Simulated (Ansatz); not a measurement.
The cluster Na2Li3⁺. Charge 1, multiplicity 1. Geometry B3LYP/def2-TZVP.

```xyz
5

Li    0.8330    0.3661   -1.3189
Li    0.7618   -0.4874    1.3136
Li   -1.5920    0.1214   -0.0006
Na    0.2173    2.8381    0.9066
Na   -0.2201   -2.8381   -0.9008
```

HSE06 is defined as in plane-wave codes, on full-range PBE exchange. The structure comes from a short search, and lower isomers may exist.

(1) Estimate the orbital energies around the gap (eV) in Ansatz with PBE/def2-SVP, r2SCANh/def2-TZVP, PBE0/def2-SVP, HSE06/def2-TZVP, ωB97M-V/def2-TZVP.

Answers

(1) 
```
orbital  PBE/def2-SVP  r2SCANh/def2-TZVP  PBE0/def2-SVP  HSE06/def2-TZVP  ωB97M-V/def2-TZVP
 HOMO−5        -31.33             -33.80         -34.82           -34.51             -37.46
 HOMO−4        -31.33             -33.80         -34.82           -34.51             -37.46
 HOMO−3        -31.30             -33.77         -34.79           -34.48             -37.44
 HOMO−2        -31.30             -33.77         -34.79           -34.48             -37.44
 HOMO−1         -7.91              -8.32          -8.61            -8.36             -10.31
   HOMO         -6.44              -6.56          -6.89            -6.59              -8.12
   LUMO         -5.55              -5.18          -4.97            -5.40              -3.87
 LUMO+1         -5.55              -5.18          -4.96            -5.40              -3.87
 LUMO+2         -4.66              -4.20          -4.12            -4.48              -3.19
 LUMO+3         -4.01              -3.67          -3.43            -3.88              -2.50
 LUMO+4         -4.00              -3.67          -3.43            -3.88              -2.37
 LUMO+5         -3.95              -3.18          -3.38            -3.71              -2.37
```
